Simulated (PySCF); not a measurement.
Geometries of 3 isomers of C3H5BF2S, from PySCF 2.14.0, PBE0-D3(BJ)/def2-SVP geometry optimisation, gas phase. One conformer each, no zero-point energy, no frequencies.

**Question.** Which isomer lies lowest at this level?
A.
```xyz
12
angstrom
C     -0.030   -1.323    0.170
C     -0.675   -0.151    0.011
S      0.048    1.430   -0.204
C      1.805    1.065   -0.129
B     -2.232   -0.143    0.006
F     -2.918    0.963   -0.194
F     -2.919   -1.251    0.202
H     -0.612   -2.239    0.297
H      1.058   -1.421    0.179
H      2.112    0.400   -0.951
H      2.326    2.026   -0.233
H      2.077    0.613    0.837
```
B.
```xyz
12
angstrom
F      1.109   -1.803    0.743
B      1.600   -0.687    0.220
F      2.851   -0.722   -0.206
C      0.731    0.596    0.088
C     -0.673    0.548    0.704
C     -1.341   -0.211   -0.448
S      0.018    0.240   -1.609
H      1.281    1.546    0.144
H     -1.088    1.562    0.786
H     -0.740    0.062    1.691
H     -1.378   -1.300   -0.298
H     -2.328    0.148   -0.770
```
C.
```xyz
12
angstrom
C      1.835   -0.453   -0.950
S      1.164    0.956   -0.044
C     -0.465    0.455    0.392
B     -1.195   -0.878    0.131
F     -0.619   -1.903   -0.478
C     -1.244    1.327    1.068
F     -0.834    2.531    1.419
H      1.276   -0.657   -1.873
H      2.857   -0.148   -1.214
H      1.881   -1.360   -0.334
H     -2.343   -1.021    0.492
H     -2.268    1.111    1.382
```

**Answer.** B. That is `FB(F)[C@@H]1CCS1`, 2.7 kcal/mol below the next.

```tsv
SMILES	atoms numbered as above	E (Eh)	relative (kcal/mol)	relative (kJ/mol)	dipole (D)
FB(F)[C@@H]1CCS1	[F:1][B:2]([F:3])[C@@H:4]1[CH2:5][CH2:6][S:7]1	-739.29211	0.0	0.0	2.58
C=C(SC)B(F)F	[CH2:1]=[C:2]([S:3][CH3:4])[B:5]([F:6])[F:7]	-739.28788	2.7	11.1	2.80
CS/C(BF)=C\F	[CH3:1][S:2]/[C:3]([BH:4][F:5])=[CH:6]\[F:7]	-739.20288	56.0	234.3	0.95
```

As drawn, the lowest has a four-membered ring, which the highest lacks; the highest has a C=C bond outside aromatic rings, which the lowest lacks.
